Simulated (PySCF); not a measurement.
Shifts of the heteroatoms

Bonds (- single, = double, # triple, : aromatic): C1=N2, N2-C3, C3=C4, C4-Si5, Si5-C6, C6-C7, C7-C8, C8-C9, C8-C3, C9-C6. C1 carries H10, H11; C4 carries H12; Si5 carries H13, H14; C6 carries H15; C7 carries H16, H17; C8 carries H18; C9 carries H19, H20. Stereochemistry as in C=NC1=C[SiH2][C@H]2C[C@@H]1C2. H10 is cis to C3; H17, H20 are cis to C3 on the ring; H11 is trans to C3; H16, H19 are trans to C3 on the ring.

Calculated, not measured (PySCF 2.14): σ from GIAO-PBE0/pcSseg-1, GFN2-xTB geometry. Non-relativistic, one averaged value for each set of equivalent atoms, gas phase, single conformer.

**Question.** Predict the 29Si NMR data.

**Answer.** 
```json
{"atoms": "Si5", "environment": "silicon bonded to 2 C, 2 H, in a 6-membered ring", "σ (ppm)": "395.3", "δ (ppm)": "-44.9"}
```

Shieldings were converted by a linear fit to measured shifts: 29Si (scatter 8.9 ppm rms, 25.8 ppm with the 6 outliers that the fit left out vs TMS, solution or neat liquid). Occasional misses reach two or three times the rms, and more in compound classes unlike the fitted ones.

On a 400 MHz spectrometer 29Si resonates near 79.5 MHz, so 1 ppm is 79.5 Hz.

**Question.** What are the 15N shifts?

**Answer.** 
```csv
atoms,environment,σ (ppm),δ (ppm)
N2,imine nitrogen,-152.3,-7.7
```

Shieldings were converted by a linear fit to measured shifts: 15N: δ = -148.07 − 0.921σ (rms 6.3 ppm, 71 shifts vs CH3NO2, solution or neat liquid). A few per cent of atoms miss by over 2 rms, more outside the fitted compound classes.

On a 600 MHz spectrometer 15N resonates near 60.8 MHz, so 1 ppm is 60.8 Hz.
